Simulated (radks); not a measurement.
The numbers below are computed, except where a source is named.
Ionisation of the osmium ion Os3+, [Xe] 4f14 5d5, to [Xe] 4f14 5d4 as the strength of local exchange is varied. Level of theory: Dirac Kohn-Sham, Slater X-alpha exchange (alpha = 2/3 is LDA exchange), no correlation, spin-unpolarised, spherical densities, finite nucleus; open shells are shared between the two j in proportion to 2j + 1; Fermi nuclear charge, rms radius 5.4126 fm (a radial shooting solver on a logarithmic mesh with Libxc functionals).

alpha = 0.609: E(Os3+) (hartree) -17231.0951; exchange (hartree) -293.7425; IE (eV) 39.132; -e of the level emptied (eV) 32.248 (5d5/2); <r> of it (bohr) 1.660
alpha = 0.667: E(Os3+) (hartree) -17259.0944; exchange (hartree) -322.2654; IE (eV) 40.225; -e of the level emptied (eV) 33.260 (5d5/2); <r> of it (bohr) 1.641
alpha = 0.672: E(Os3+) (hartree) -17261.5103; exchange (hartree) -324.7287; IE (eV) 40.321; -e of the level emptied (eV) 33.348 (5d5/2); <r> of it (bohr) 1.639
alpha = 0.819: E(Os3+) (hartree) -17332.6975; exchange (hartree) -397.4650; IE (eV) 43.182; -e of the level emptied (eV) 36.008 (5d5/2); <r> of it (bohr) 1.592
alpha = 0.837: E(Os3+) (hartree) -17341.4353; exchange (hartree) -406.4133; IE (eV) 43.541; -e of the level emptied (eV) 36.343 (5d5/2); <r> of it (bohr) 1.586
alpha = 0.874: E(Os3+) (hartree) -17359.4107; exchange (hartree) -424.8356; IE (eV) 44.284; -e of the level emptied (eV) 37.036 (5d5/2); <r> of it (bohr) 1.575
alpha = 0.932: E(Os3+) (hartree) -17387.6272; exchange (hartree) -453.7914; IE (eV) 45.465; -e of the level emptied (eV) 38.141 (5d5/2); <r> of it (bohr) 1.558
alpha = 0.965: E(Os3+) (hartree) -17403.7026; exchange (hartree) -470.3085; IE (eV) 46.145; -e of the level emptied (eV) 38.778 (5d5/2); <r> of it (bohr) 1.549

NIST Atomic Spectra Database: 41 +/- 1.7 eV (theoretical). The Delta-SCF value meets it near alpha = 0.71. Spin polarisation and multiplet splitting are left out, so open shells lie too high by an amount that depends on their filling. Sharing an open shell by 2j + 1 raises it above the true ground level by a part of the spin-orbit splitting, which enters the differences from NIST.

Beside tabulated values, note that spin-unpolarised runs miss the spin-polarisation part of the exchange energy of open shells.
